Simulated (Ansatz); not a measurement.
Stepwise reaction of `[OH][Zr]([OH])([F])[SeH]` with hydrogen fluoride, as a gas-phase model of exchange steps in deposition or etching. ΔE in kJ/mol.

Program: Ansatz. Geometries: PBE0-D4/def2-TZVP. ΔE: electronic, gas phase. CCSD(T)/CBS is the MP2 limit (def2-TZVPP, def2-QZVPP) plus CCSD(T) − MP2 in def2-TZVPP, frozen cores. This one scheme is used for every species. Functionals use def2-TZVPP. B3LYP here is the variant with VWN-RPA as its local correlation; programs differ in this. def2 core potentials past Kr. For Se, Zr outer-core shells are correlated without core-valence functions, which leaves a few kJ/mol of doubt a bond. Scalar relativity is left out up to krypton. Each species was taken in one conformer, which may not be the lowest.

| step | reaction | PBE-D4 | B3LYP-D4 | ωB97M-V | CCSD(T)/CBS |
| --- | --- | --- | --- | --- | --- |
| 1 | `[OH][Zr]([OH])([F])[SeH]` + H–F → `[OH][Zr]([F])([F])[SeH]` + H₂O | -50.6 | -47.8 | -47.4 | -42.1 |

Task: Give the row of step 2, `[OH][Zr]([F])([F])[SeH]` + H–F → `[F][Zr]([F])([F])[SeH]` + H₂O. (Best estimate.)

Result: Ansatz gave: 
| step | reaction | PBE-D4 | B3LYP-D4 | ωB97M-V | CCSD(T)/CBS |
| --- | --- | --- | --- | --- | --- |
| 2 | `[OH][Zr]([F])([F])[SeH]` + H–F → `[F][Zr]([F])([F])[SeH]` + H₂O | -44.4 | -41.0 | -40.7 | -35.5 |

Task: By hand: ΔE of the 2 steps together at CCSD(T)/CBS.

Result: (-42.1) + (-35.5) = -77.6 kJ/mol, or -38.8 kJ/mol a step.

In ΔE each step is higher than the one before. All are downhill at CCSD(T)/CBS. PBE-D4 differs from CCSD(T)/CBS by -8.9 to -8.5 kJ/mol a step. Isolated molecules leave out the surface, adducts and barriers. Largest T1 diagnostic: 0.016.
